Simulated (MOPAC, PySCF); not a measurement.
CH10Si3, SMILES `C[SiH]([SiH3])[SiH3]`, neutral singlet in the gas phase. 

Cartesian coordinates (Å):
```xyz
14

C     -0.7479     1.7718    -0.3019
Si     0.0869     0.3024     0.5221
Si    -1.3673    -1.5242     0.6372
Si     2.0259    -0.3082    -0.6321
H     -1.6430     2.0684     0.2452
H     -0.0765     2.6298    -0.3408
H     -1.0430     1.5291    -1.3233
H      0.4757     0.6654     1.9093
H     -2.6007    -1.1751     1.3808
H     -1.7587    -1.9527    -0.7265
H     -0.7187    -2.6696     1.3156
H      2.6991    -1.4447     0.0371
H      2.9787     0.8245    -0.7063
H      1.6894    -0.7170    -2.0163
```
Charge 0, multiplicity 1.

All levels are single points at this geometry (CAM-B3LYP-D3(BJ)/def2-TZVP); Pople sets use spherical d functions. Orbital energies aren't observables, and empty levels follow the basis.

| level | HOMO (eV) | LUMO (eV) | gap (eV) | dipole (D) | vertical IE, Delta-SCF (eV) |
|---|---|---|---|---|---|
| CAM-B3LYP-D3(BJ)/def2-TZVP in PySCF | -8.97 | 0.80 | 9.77 | 0.94 | 9.61 |
| TPSSh-D3(BJ)/def2-TZVP in PySCF | -7.21 | -0.53 | 6.68 | 0.98 | 9.43 |
| B3LYP/6-311+G** in PySCF | -7.59 | -0.46 | 7.13 | 0.91 | – |
| PBE/6-31G* in PySCF | -6.57 | -0.62 | 5.95 | 1.08 | 9.25 |
| SVWN5/6-31G* in PySCF | -6.60 | -0.77 | 5.83 | 1.09 | 9.33 |
| HF/6-31G* in PySCF | -10.18 | 3.24 | 13.42 | 0.90 | 9.07 |
| AM1 in MOPAC | -10.30 | -1.03 | 9.27 | 0.36 | – |
| PM3 in MOPAC | -9.35 | -1.59 | 7.75 | 0.57 | – |
| PM7 in MOPAC | -10.21 | 0.04 | 10.26 | 0.58 | – |
